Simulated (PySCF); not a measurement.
Worked example: chemical shift, span and skew from a shielding tensor

C4H7ClSi, SMILES C=C=C(C)[SiH2]Cl. Atoms are numbered in the order given.

```xyz
13

C      3.1338     0.4844     0.0798
C      1.9517    -0.0781    -0.0159
C      0.7514    -0.6093    -0.1221
C      0.4257    -2.0481     0.2330
Si    -0.5905     0.5342    -0.7462
Cl    -2.1379     0.5816     0.6543
H      3.8364     0.4794    -0.7602
H      3.4559     0.9734     1.0053
H      0.0435    -2.5882    -0.6492
H     -0.3634    -2.0777     1.0015
H      1.3112    -2.5772     0.6121
H     -1.1882     0.0265    -2.0086
H     -0.0601     1.9048    -0.9260
```
Charge 0, spin multiplicity 1.

The structure is a stationary point at TPSSh-D3(BJ)/def2-SVP. This is a generated structure with no PubChem entry under its InChIKey; it may be hypothetical. Other conformers were not sampled.

GIAO shieldings from PySCF with PBE/pcSseg-1, non-relativistic, no solvent. The symmetric part of the tensor of C4 has the principal values 151.4, 155.4, 178.6 ppm. The same nucleus in TMS has σ = 182.0 ppm at this level (PySCF, at its B3LYP-D3(BJ)/def2-TZVP geometry). Without spin–orbit terms, shifts of atoms bonded to Cl or Br come out too high.

**Question.** Work out the isotropic shielding, the ¹³C shift against TMS, the span and the skew.

**Answer.** 
σ(iso) = (σ11 + σ22 + σ33)/3 = 161.8 ppm. δ = σ(ref) − σ(iso) = 182.0 − (161.8) = 20.2 ppm.
Span Ω = σ33 − σ11 = 27.2 ppm. Skew κ = 3(σ(iso) − σ22)/Ω = 0.71. Tumbling in solution averages the tensor to δ; in a static solid the shielding alone would spread this spin-1/2 line over Ω.
